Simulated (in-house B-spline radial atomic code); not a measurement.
Atomic self-consistent-field run: Xe2+ (an excited or competing configuration). Method: Dirac-Hartree-Fock, average of configuration, Fermi nucleus of rms radius 4.7859 fm. Calculated with an all-electron radial atomic-structure program (B-spline basis).

Command:
```bash
python run_scf.py task.json out
```
Settings (nuclear radius in fm, mass in u):
```
Z                54
configuration    [Ar] 3d9 4s2 4p6 4d10 5s2 5p4 9s1
hamiltonian      dirac
method           hf
spin_polarised   False
nucleus          fermi
rms_radius       4.7859
atomic_mass      131.90416
speed_of_light   137.035999084
```

Output (hartree, bohr):
```
 radial grid: 90 intervals, B-splines of order 8, outer radius 102 bohr

 iter        energy (Eh)    residual
    1       -7410.224971    6.03e-01
    2       -7417.549374    3.75e-01
    3       -7419.752102    9.00e-02
    4       -7419.910961    2.49e-02
    5       -7419.922271    1.14e-02
    6       -7419.924719    8.47e-04
    7       -7419.924735    2.51e-04
    8       -7419.924736    2.18e-05
    9       -7419.924736    6.02e-07
   10       -7419.924736    4.26e-08

 total energy                     -7419.92474
 kinetic                            7885.2622
 electron-nucleus                 -17946.0271
 electron-electron                  2640.8401

 first-order corrections (not in the total)
   Gaunt                             6.4225
   retardation                      -0.6637
   frequency dependence             -0.0649
   self-energy                       4.3943
   Uehling                          -0.6092
   Wichmann-Kroll                    0.0144
   recoil                            0.0208

 orbital      occ     eigenvalue          <r>       <r^2>       <1/r>     <1/r^2>       <r^4>       r_max    small
 1s1/2      2.000     -1280.3682    0.0266514 0.000963496      58.109     7390.53 2.43682e-06     0.01716  3.96e-02
 2s1/2      2.000      -205.5864     0.113971   0.0153816     13.6171     876.292 0.000409192     0.09697  8.54e-03
 2p1/2      2.000      -192.8075    0.0962525   0.0114017     13.5587     279.787  0.00026255     0.07446  8.52e-03
 2p3/2      4.000      -180.8271     0.101982   0.0126707      12.471     211.811 0.000316816     0.07931  8.08e-03
 3s1/2      2.000       -45.5007     0.302847     0.10491     4.91731     180.896   0.0167043      0.2773  2.60e-03
 3p1/2      2.000       -40.1502     0.293213   0.0998491     4.81858      57.803   0.0158478      0.2642  2.53e-03
 3p3/2      4.000       -37.7805      0.30435    0.107387     4.55252     44.3272   0.0182586      0.2746  2.41e-03
 3d3/2      3.600       -28.6850      0.27742    0.091339     4.37638     24.0606   0.0157307       0.223  2.26e-03
 3d5/2      5.400       -28.1891     0.280988   0.0935682     4.30822     23.1621    0.016459       0.226  2.22e-03
 4s1/2      2.000       -10.1425     0.703967    0.558439     1.99298     39.6768    0.453506      0.6519  7.54e-04
 4p1/2      2.000        -8.1355      0.73104    0.607209     1.88669     12.3171    0.553704      0.6666  6.92e-04
 4p3/2      4.000        -7.6403     0.755678    0.648697     1.80525     9.57124    0.632203      0.6888  6.59e-04
 4d3/2      4.000        -4.3074     0.829916    0.801253     1.60866     4.78951     1.05669      0.7245  5.51e-04
 4d5/2      6.000        -4.2229     0.839575    0.819848     1.58648     4.60862     1.10619      0.7326  5.41e-04
 5s1/2      2.000        -2.1472      1.71434     3.28654    0.760341     6.47336     15.6453       1.548  1.52e-04
 5p1/2      1.333        -1.6055      1.90345      4.0679     0.67969     1.88774     24.3898       1.698  1.26e-04
 5p3/2      2.667        -1.5343      1.96604     4.33687    0.654214     1.48502     27.6566       1.755  1.19e-04
 9s1/2      1.000        -0.1305      17.3199     333.736   0.0781736    0.112441      144709       18.78  4.89e-06
```

Time taken, with all properties: 2.6 s on 1 thread of Arm Neoverse V2 (shared host).

For the Dirac Hamiltonian the kinetic term is c α·p + (β - 1)c².
